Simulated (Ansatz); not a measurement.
A nudged elastic band was laid between two geometries of Cl3HOSi + H4Si (11 atoms, charge 0, multiplicity 1).

The calculation used Ansatz 0.2.0, RKS PBE/def2-SVP.

```
movable images  : 7
climbing image  : yes
spring          : 5.0 eV/Å²
optimiser       : quadratic models (default)
start path      : through a guess of the saddle point
force threshold : 0.05 eV/Å
iteration limit : 60
end points      : relaxed
```

Image 0:

```xyz
11
Properties=species:S:1:pos:R:3
Si -0.413 0.671 -0.252
O -0.596 0.676 1.388
H -0.102 -0.022 1.864
Cl 1.517 1.138 -0.814
Cl -1.705 2.074 -0.994
Cl -0.861 -1.185 -1.050
Si 1.596 -2.773 1.522
H 0.634 -3.858 1.133
H 2.313 -2.234 0.318
H 2.583 -3.288 2.532
H 0.821 -1.649 2.166
```

Image 8:

```xyz
11
Properties=species:S:1:pos:R:3
Si 0.382 -0.375 -0.590
O 0.363 -0.073 2.526
H -0.561 0.121 2.269
Cl 1.667 1.248 -0.533
Cl -1.520 0.285 0.015
Cl 0.162 -0.938 -2.581
Si 1.136 -2.203 0.686
H -0.006 -2.802 1.457
H 1.607 -3.233 -0.311
H 2.287 -1.827 1.568
H 0.271 -0.652 3.306
```

What changes between the two ends?

Bonds broken: Si1–O2, Si7–H11. Bonds formed: Si1–Si7, O2–H11. Cl3HOSi + H4Si becomes Cl3H3Si2 + H2O.

Give the energies along the band, and the barrier.

The forces met the threshold. The highest image is number 4 of 0 to 8, 2.41 eV above the first end and 1.63 eV above the last; the last end lies 0.79 eV above the first. A structure lower than the last end lies on the path between it and the top, so the climb from that side starts below the end, which may itself be a saddle point or a shallow side well. Neighbouring images differ by up to 2.0 eV, so the band resolves the path poorly. A vibrational analysis at the climbing image gives one clearly imaginary mode, 1032i cm⁻¹: a first-order saddle point. The orbitals stay closed-shell, which can raise the energy where a bond breaks towards radicals; this wasn't checked here.

```tsv
image	path coordinate (Å)	energy (eV)	Si1–O2 (Å)	Si7–H11 (Å)	Si1–Si7 (Å)
0	0.00	0.00	1.65	1.51	4.36
1	1.30	0.01	1.65	1.51	4.38
2	2.60	0.04	1.65	1.50	4.39
3	3.90	0.37	1.66	1.50	3.59
4	5.20	2.41	1.84	1.93	2.71
5	6.76	1.31	2.67	2.69	2.37
6	8.32	0.77	3.47	3.24	2.35
7	9.88	0.79	3.48	3.23	2.35
8	11.44	0.79	3.13	3.17	2.35
```

What is the geometry of the highest image?


```xyz
11
Properties=species:S:1:pos:R:3
Si 0.155 -0.085 0.064
O -0.336 -0.047 1.835
H -1.250 0.218 2.107
Cl 2.033 0.645 -0.486
Cl -1.011 1.645 -0.319
Cl -0.844 -1.413 -1.212
Si 1.477 -2.254 1.001
H 0.750 -3.487 1.496
H 1.988 -2.574 -0.375
H 2.659 -2.008 1.905
H 0.167 -1.089 1.797
```

Run time: 11 min on 4 threads of Arm Neoverse V1, with other jobs on the host, peak memory 0.22 GiB.
